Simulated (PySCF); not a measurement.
# Polarisability and C₆ of Fe (iron, neutral)

[Ar] 3d7 4s1, high-spin 5F determinant (an excited configuration). All numbers are calculated (PySCF 2.14, the spin-free X2C one-electron Hamiltonian (Gaussian nucleus), in x2c-TZVPPall with one added diffuse shell each of s, p, d, f type (7s6p5d3f1g, 80 functions)). Coupled (time-dependent) response in atomic units; α is the mean over directions.

```csv
method,mean α (bohr³),C₆ (like pair),S(−4)
UHF,89.24,715.4,7837
PBE,53.57,387.4,2244
PBE0,57.61,423.4,2610
```

S(−4) is the Cauchy moment in α(ω) = α(0) + S(−4) ω² + …

α(iu) at UHF:

```json
{"u (hartree)": "0", "α(iu) (bohr³)": "89.24"}
{"u (hartree)": "0.0500", "α(iu) (bohr³)": "73.55"}
{"u (hartree)": "0.100", "α(iu) (bohr³)": "49.72"}
{"u (hartree)": "0.200", "α(iu) (bohr³)": "24.40"}
{"u (hartree)": "0.300", "α(iu) (bohr³)": "14.83"}
{"u (hartree)": "0.500", "α(iu) (bohr³)": "7.936"}
{"u (hartree)": "0.750", "α(iu) (bohr³)": "4.932"}
{"u (hartree)": "1.00", "α(iu) (bohr³)": "3.520"}
{"u (hartree)": "1.50", "α(iu) (bohr³)": "2.157"}
{"u (hartree)": "2.00", "α(iu) (bohr³)": "1.502"}
{"u (hartree)": "3.00", "α(iu) (bohr³)": "0.8773"}
{"u (hartree)": "5.00", "α(iu) (bohr³)": "0.4134"}
```

A single London oscillator, α(iu) = α/(1 + u²/ω²), gives C₆ = (3/4) ω α². Matching the computed C₆ needs ω = 4 × 715.4 / (3 × 89.24²) = 0.120 hartree.
